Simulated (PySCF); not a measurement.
**Au⁺: ionisation energy**

Au⁺ [Xe] 4f14 5d10 (1S) → Au²⁺ [Xe] 4f14 5d9 (2D), as a difference of total energies. Computed with PySCF 2.14 in def2-TZVPPD with the def2 core potential (60 electrons) (6s5p3d2f1g, 59 functions), with scalar relativity through the core potential. Correlated levels: valence: 5s2 5p6 frozen; valence and next inner shell: nothing frozen outside the core potential. The calculations carry no spin-orbit coupling.

| method | ionisation energy (eV) |
| --- | --- |
| UHF | 18.984 |
| LDA | 21.405 |
| PBE | 20.989 |
| r2SCAN | 20.748 |
| MN15 | 20.913 |
| TPSS | 20.704 |
| wB97X-V | 20.657 |
| r2SCANh | 20.706 |
| MP2 (valence) | 20.865 |
| SCS-MP2 (valence) | 20.690 |
| MP2 (valence and next inner shell) | 20.855 |

Q: Estimate what PBE0 gives.

A: 20.782 eV, closest to r2SCAN among the rows shown.

Q: Estimate what SCS-MP2 (valence and next inner shell) gives.

A: 20.625 eV, closest to wB97X-V among the rows shown.

The reference lies between the lowest fine-structure levels, while these numbers refer to the centres of the terms.

Errors of the correlated levels include the incompleteness of this basis and the frozen core.

For comparison: 20.203 ± 0.025 eV (measured; NIST Atomic Spectra Database, ionization energies).
